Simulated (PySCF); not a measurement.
Excitation energy of Ti⁺ by level of theory

Ti⁺ [Ar] 3d2 4s1 (4F) → Ti⁺ [Ar] 3d3 (4F), as a difference of total energies. Calculation: PySCF 2.14, in x2c-TZVPPall with one added diffuse shell each of s, p, d, f type (7s6p5d3f1g, 80 functions); scalar relativity by spin-free X2C-1e. Correlated levels: valence: [Ar] frozen. The calculations carry no spin-orbit coupling.

```csv
method,excitation energy (eV),error (eV)
UHF,0.659,+0.552
MP2 (valence),0.410,+0.303
SCS-MP2 (valence),0.576,+0.469
CCSD (valence),0.356,+0.249
CCSD(T) (valence),0.352,+0.245
```

Reference: 0.107 eV (measured; NIST levels, between the centres of gravity of the two terms).

Errors of the correlated levels include the incompleteness of this basis and the frozen core.
